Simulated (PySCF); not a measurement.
Gas-phase reaction: MoOF4 + 2 F2O = MoO3 + 4 F2

Energies from PySCF, thermal terms from the rigid-rotor harmonic-oscillator model, ideal gas at 1 bar. S°(298 K) at PBE0/def2-TZVP differs from the NASA 1993 table for MoO3 (+7 J/mol/K); whether the harmonic model or the table's entry is off was not settled. † marks an energy on the PBE0/def2-TZVP geometry and frequencies; other levels use their own. CCSD(T) freezes the core. All species are closed-shell singlets. B3LYP is the form with VWN-RPA correlation. Mo: scalar-relativistic def2 core potential, no spin-orbit coupling. CCSD(T) isn't extrapolated to the basis-set limit; its ΔH°(298 K) is 878.9 kJ in def2-SVP and 907.7 kJ in def2-TZVPP. The harmonic model lacks anharmonicity and excited electronic states, which grow with temperature; levels with a mode under 35 cm⁻¹ are left out. Strong static correlation: MoO3. Soft modes under 120 cm⁻¹ make the harmonic entropy rough for MoOF4. Warning, large T1 diagnostic: MoO3, MoOF4 (CCSD(T)/def2-SVP†).

ΔH° and ΔS° at 298 K: B3LYP/def2-TZVP† 954 kJ, 264 J/K; BLYP/def2-TZVP† 931 kJ, 264 J/K; CCSD(T)/def2-SVP† 879 kJ, 264 J/K; HF/def2-TZVP† 1007 kJ, 264 J/K; PBE/def2-SVP 1000 kJ, 261 J/K; PBE0/def2-QZVP† 992 kJ, 264 J/K.

**Question.** With the heat capacities included, give log10 K (1 bar) at 600, 800, 1200, 1400, 2000 K from B3LYP/def2-TZVP†, BLYP/def2-TZVP†, CCSD(T)/def2-SVP†, HF/def2-TZVP†, PBE/def2-SVP, PBE0/def2-QZVP†.

**Answer.** 
```tsv
T (K)	B3LYP/def2-TZVP†	BLYP/def2-TZVP†	CCSD(T)/def2-SVP†	HF/def2-TZVP†	PBE/def2-SVP	PBE0/def2-QZVP†
600	-69.4	-67.3	-62.8	-74.0	-73.6	-72.7
800	-48.7	-47.2	-43.8	-52.1	-51.9	-51.2
1200	-28.1	-27.1	-24.8	-30.4	-30.3	-29.8
1400	-22.3	-21.4	-19.5	-24.2	-24.2	-23.7
2000	-11.8	-11.2	-9.9	-13.2	-13.3	-12.8
```
